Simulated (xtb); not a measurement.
xtb input (GFN2-xTB):

```bash
xtb mol.xyz --gfn 2 --sp --chrg 1 --uhf 0
```
mol.xyz:
```
4

F     -0.67566523    -0.86675447    -1.05113861
C     -0.53150033    -0.06471911    -0.00882361
F     -0.72804288    -0.73213894     1.11651482
Cl     0.93072794     0.86931502    -0.03149672
```

End of the output:

```
         :::::::::::::::::::::::::::::::::::::::::::::::::::::
         ::                     SUMMARY                     ::
         :::::::::::::::::::::::::::::::::::::::::::::::::::::
         :: total energy             -15.526737862033 Eh    ::
         :: gradient norm              0.136327033154 Eh/a0 ::
         :: HOMO-LUMO gap              1.992113233211 eV    ::
         ::.................................................::
         :: SCC energy               -15.556786089220 Eh    ::
         :: -> isotropic ES            0.177083940785 Eh    ::
         :: -> anisotropic ES          0.000235848027 Eh    ::
         :: -> anisotropic XC         -0.013177001576 Eh    ::
         :: -> dispersion             -0.001351028893 Eh    ::
         :: repulsion energy           0.030048227188 Eh    ::
         :: add. restraining           0.000000000000 Eh    ::
         :: total charge               1.000000000000 e     ::
         :::::::::::::::::::::::::::::::::::::::::::::::::::::

           -------------------------------------------------
          |                Property Printout                |
           -------------------------------------------------

    * Orbital Energies and Occupations

         #    Occupation            Energy/Eh            Energy/eV
      -------------------------------------------------------------
         1        2.0000           -1.3548081             -36.8662
         2        2.0000           -1.1858162             -32.2677
         3        2.0000           -1.1760016             -32.0006
         4        2.0000           -0.9652568             -26.2660
         5        2.0000           -0.9210580             -25.0633
         6        2.0000           -0.9190376             -25.0083
         7        2.0000           -0.9117517             -24.8100
         8        2.0000           -0.8474315             -23.0598
         9        2.0000           -0.8393165             -22.8390
        10        2.0000           -0.8282060             -22.5366
        11        2.0000           -0.7849035             -21.3583
        12        2.0000           -0.7694745             -20.9385 (HOMO)
Note: The following floating-point exceptions are signalling: IEEE_DENORMAL
normal termination of xtb
        13                         -0.6962657             -18.9464 (LUMO)
        14                         -0.4732957             -12.8790
        15                         -0.3315231              -9.0212
        16                         -0.3131663              -8.5217
        17                         -0.3104216              -8.4470
        18                         -0.3102938              -8.4435
        19                         -0.1970003              -5.3607
        20                         -0.1713288              -4.6621
        21                         -0.1632146              -4.4413
      -------------------------------------------------------------
                  HL-Gap            0.0732088 Eh            1.9921 eV
             Fermi-level           -0.7328701 Eh          -19.9424 eV

     #   Z          covCN         q      C6AA      α(0)
     1   9 F        0.808     0.069     8.792     3.503
     2   6 C        2.459     0.453    19.672     7.239
     3   9 F        0.808     0.069     8.792     3.503
     4  17 Cl       0.933     0.408    87.789    14.334

 Mol. C6AA /au·bohr⁶  :        383.721644
 Mol. C8AA /au·bohr⁸  :      11714.851595
 Mol. α(0) /au        :         28.578785

Wiberg/Mayer (AO) data.
largest (>0.10) Wiberg bond orders for each atom

 ---------------------------------------------------------------------------
     #   Z sym  total        # sym  WBO       # sym  WBO       # sym  WBO
 ---------------------------------------------------------------------------
     1   9 F    1.486 --     2 C    1.221     4 Cl   0.161     3 F    0.104
     2   6 C    3.869 --     4 Cl   1.427     3 F    1.221     1 F    1.221
     3   9 F    1.486 --     2 C    1.221     4 Cl   0.161     1 F    0.104
     4  17 Cl   1.750 --     2 C    1.427     3 F    0.161     1 F    0.161
 ---------------------------------------------------------------------------

Topologies differ in total number of bonds
Writing topology from bond orders to xtbtopo.mol

molecular dipole:
                 x           y           z       tot (Debye)
 q only:        0.078       0.405      -0.023
   full:        0.457       0.801      -0.039       2.345
molecular quadrupole (traceless):
                xx          xy          yy          xz          yz          zz
 q only:        0.958       2.268       0.153      -0.091      -0.024      -1.111
  q+dip:        3.442       3.172      -0.049      -0.032      -0.131      -3.393
   full:        3.923       2.759      -0.003       0.018      -0.177      -3.920

           -------------------------------------------------
          | TOTAL ENERGY              -15.526737862033 Eh   |
          | GRADIENT NORM               0.136327033154 Eh/α |
          | HOMO-LUMO GAP               1.992113233211 eV   |
           -------------------------------------------------

------------------------------------------------------------------------
------------------------------------------------------------------------
 total:
 SCF:
```

This state (charge 1, singlet) is run at the relaxed geometry of the species with charge 0 and multiplicity 2.
